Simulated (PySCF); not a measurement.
**Induced dipoles and field energies**

Compound: C3H9B.
Structure used (PBE0-D3(BJ)/def2-SVP), in Å, numbered top down from 1:
```
atom  x, y, z in Å
B1     1.873    0.653    0.518
C2     0.391    0.607    0.047
C3    -0.397   -0.688    0.220
C4    -1.826   -0.610   -0.293
H5     2.429   -0.315    0.993
H6     2.507    1.680    0.408
H7    -0.129    1.458    0.534
H8     0.402    0.925   -1.018
H9     0.137   -1.507   -0.292
H10   -0.402   -0.967    1.287
H11   -2.364   -1.560   -0.154
H12   -1.851   -0.368   -1.369
H13   -2.396    0.175    0.230
```

The species is `BCCC` (C3H9B).

Level: wB97X-D/def2-SVPD (PySCF); nuclei fixed, core orbitals frozen in the response. Permanent dipole (-0.607, 0.014, -0.208) D (1 au = 2.5417 D). Static polarisability (au):

```
x   60.50  3.64  3.67
y    3.64 53.01 -1.13
z    3.67 -1.13 47.34
```

Only the terms in μ and α are kept: μ(F) = μ + αF and ΔE = −μ·F − ½ F·αF.

Task: Apply 0.002 au along ±x, ±y and ±z in turn. Tabulate induced and total dipoles and both energy terms.

Result: 
```tsv
field along	induced x (D)	induced y (D)	induced z (D)	total size (D)	−μ·F (kJ/mol)	−½F·αF (kJ/mol)
+x	0.308	0.019	0.019	0.356	+1.254	-0.318
−x	-0.308	-0.019	-0.019	0.942	-1.254	-0.318
+y	0.019	0.269	-0.006	0.687	-0.029	-0.278
−y	-0.019	-0.269	0.006	0.705	+0.029	-0.278
+z	0.019	-0.006	0.241	0.589	+0.430	-0.249
−z	-0.019	0.006	-0.241	0.770	-0.430	-0.249
```

Task: For the field (-0.0008, -0.0014, 0.0010) au, what is the induced dipole, and what angle does it make with the field?

Result: αF = (-0.127, -0.199, 0.117) D, at 5.9° to the field. The polarisability along this direction, F·αF/F², is 54.28 au, against a mean of 53.61 au.

Task: Which field along μ doubles the dipole in that direction (linear response)?

Result: The polarisability along the dipole is 61.23 au, so F = 0.2525 au / 61.23 au = 0.0041 au = 0.21 V/Å; higher-order terms are ignored.

Task: What field makes μF equal to kT at 100 K?

Result: kT = 0.3167 × 10⁻³ Eh, so F = 0.00125 au = 6.45 MV/cm.

Task: A unit point charge sits 9 Å away. Estimate the induction energy −αe²/2R⁴ with the mean polarisability, treating the molecule as a point.

Result: R = 17.01 bohr, so the energy is −53.6/(2 × 17.01⁴) Eh = -0.841 kJ/mol. The charge–dipole term at its most favourable orientation, −μe/R², is -2.29 kJ/mol.

Geometry: PBE0-D3(BJ)/def2-SVP, one conformer, isolated molecule.

Note: wB97X-D ran without an empirical dispersion term, which enters the total energy and its gradient alone.
